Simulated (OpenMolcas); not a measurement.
**C2H7NSi: a line through the functionals**

The species is C2H7NSi (11 atoms), meant as a singlet with charge 0. As SMILES, `NC1C[SiH2]1`. The shape is that of a PBE0-D4/def2-TZVP optimisation. This is one conformer, not always the lowest.

The vertical ionisation energy (to the doublet cation) y, in eV, basis def2-SVP; a is the functional's share of exact exchange. Programs: OpenMolcas 26.06.

| functional | program | a | y (eV) |
| --- | --- | --- | --- |
| PBE | OpenMolcas | 0 | 8.06 |
| BLYP | OpenMolcas | 0 | 7.91 |
| B3LYP | OpenMolcas | 0.2 | ? |
| PBE0 | OpenMolcas | 0.25 | 8.33 |
| BHLYP | OpenMolcas | 0.5 | 8.45 |

Q: Fit y = c + s·a to the known rows and predict B3LYP.

A: 
1. Means of the 4 rows: a = 0.1875, y = 8.188.
2. Σ(Δa)² = 0.17188, Σ(Δa·Δy) = 0.16687, so the slope is 0.16687/0.17188 = 0.97085.
3. Intercept: 8.188 − (0.97085) × 0.1875 = 8.006. The largest residual of the fit is 0.095.
4. B3LYP: 8.006 + (0.97085) × 0.2 = 8.20 eV.

The run gave 8.30 eV, so the prediction is off by -0.10 eV, about the largest residual. The rows mix families of semi-local functionals, which the line can't see.
